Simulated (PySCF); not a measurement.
B3LYP has the VWN-RPA correlation part, as in Gaussian. 

Cartesian coordinates (Å):
SMILES: O[B]N
```xyz
6

N     -0.8310    -0.0825     0.4079
B      0.4735    -0.5641     0.5263
O      1.5844    -0.1452    -0.1206
H     -1.1045     0.6737    -0.2079
H     -1.5940    -0.4650     0.9372
H      1.4717     0.5831    -0.7503
```
Charge 0, spin multiplicity 2.

### Question
Estimate the dipole moment, total energy and highest occupied spin orbital that B3LYP-D3(BJ)/def2-TZVP in PySCF 2.14.0 returns for this input.

### Answer

| Item | Result |
|---|---|
| dipole moment | 3.04 D |
| total energy | -156.7247 Ha |
| highest occupied spin orbital | -5.23 eV |
